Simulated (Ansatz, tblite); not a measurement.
Forces on Si4Ni⁺ at its PBE-D4/def2-SVP geometry. Total charge 1; doublet.

The xTB rows come from tblite. Another isomer (doublet) lies 0.46 eV lower at PBE0-D4/def2-TZVP; other spin states weren't run for this one.

GFN1-xTB (tblite), largest force 0.50 eV/Å:

```xyz
5
positions Å, forces eV/Å
Ni    0.178    1.022    1.342   -0.045    0.384    0.316
Si   -0.765   -0.854    0.547   -0.308   -0.358    0.141
Si    0.742   -1.973   -0.893   -0.021   -0.044   -0.138
Si    1.035    0.368   -0.637    0.381    0.045   -0.303
Si   -1.190    1.437   -0.360   -0.008   -0.027   -0.015
```

GFN2-xTB (tblite), largest force 1.81 eV/Å:

```
Ni -0.357 -0.131 -0.687
Si -0.775 -1.263 1.046
Si 0.324 -0.525 -0.092
Si 1.618 0.369 -0.565
Si -0.809 1.550 0.299
```

PBE-D4/def2-TZVP (Ansatz), largest force 0.55 eV/Å:

```
Ni 0.184 0.194 0.479
Si 0.037 -0.066 -0.230
Si -0.027 0.090 0.056
Si -0.123 -0.156 -0.121
Si -0.072 -0.062 -0.184
```
